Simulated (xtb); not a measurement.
Al(Cl)(NCO)(OH) (CHAlClNO2), SMILES O=C=[N][Al]([OH])[Cl]. All values are semi-empirical tight-binding results from xtb (GFN2-xTB unless named), good for trends rather than for accurate numbers. Coordinates come from a GFN2-xTB optimisation. Other conformers were not sampled.

For metal compounds this method's bond lengths and energies can be far off.

Question: Estimate the properties. (An estimate is asked for; the answer gives what the named calculation found.)

Answer: 
```json
{
 "point_group_as_xtb_finds_it": "Cs",
 "orbital_gap": "4.56 eV",
 "zero_point_energy": "17.4 kcal/mol",
 "G − E(el) at 298.15 K (modified RRHO)": "-3.6 kcal/mol"
}
```
